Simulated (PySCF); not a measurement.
Species: C6H5Cl3.
InChI=1S/C6H5Cl3/c7-6(8,9)5-3-1-2-4-5/h1,3-4H,2H2

Computed, not measured: TDDFT CAM-B3LYP/def2-SVPD, vertical, gas phase, core orbitals frozen in the response (PySCF 2.14.0, density-fitted response routines). Geometry: PBE0-D3(BJ)/def2-SVP; no solvent, vibrations or thermal averaging. Torsions of this conformer, `[Cl:1][C:2]([Cl:3])([Cl:4])[C:5]1=[CH:6][CH2:7][CH:8]=[CH:9]1`: Cl1–C2–C5–C6 -120°.

List the vertical singlet excitations with oscillator strengths and describe the spectrum.

```csv
state,E (eV),E (kJ/mol),λ (nm),f,symmetry,"main configurations (H = HOMO, L = LUMO)"
S1,5.18,500,239.4,0.057,A′,H→L (96%)
S2,5.92,571,209.5,0.0004,–,H→L+1 (90%)
S3,6.29,607,197.2,0.074,A′,H→L+2 (83%)
S4,6.44,622,192.4,0.0002,–,"H-2→L+1 (50%), H→L+3 (32%)"
S5,6.51,628,190.4,0.0008,–,"H→L+3 (49%), H-2→L+1 (27%)"
S6,6.69,646,185.2,0.113,A′,"H-1→L (46%), H-3→L+1 (25%), H-1→L+2 (9%)"
```

The lowest singlet lies at 5.18 eV (239 nm, ultraviolet) and is of moderate strength; its leading configuration is HOMO→LUMO (96%). The most intense listed level is S6 at 6.69 eV (185 nm, f = 0.113), 1.51 eV above S1. It is the last of those listed, so stronger ones may follow. Löwdin shares by element: HOMO carbon 84% or more (atoms not listed hold the other 16%); LUMO carbon 49% or more, chlorine 9% or more (atoms not listed hold the other 43%). Orbital energies (eV): HOMO-3 -10.48, HOMO-2 -10.08, HOMO-1 -9.96, HOMO -8.24, LUMO -0.12, LUMO+1 0.30, LUMO+2 0.98. Weighted by f, the mean energy of these states is 6.22 eV. Of the 6 states listed, 3 reach f = 0.01 and 2 stay under 0.0005. No computed singlet lies in the visible range (380 to 750 nm); the lowest, at 239 nm, stands 1.92 eV above its violet end (3.26 eV). Symmetry labels in Cs follow from the direction of the transition dipole and are given only for states with f of 0.002 or more. Only the lowest 6 singlets were computed, as vertical energies without vibronic structure.

The run took about 1.6 min of CPU time (one thread, shared machine).
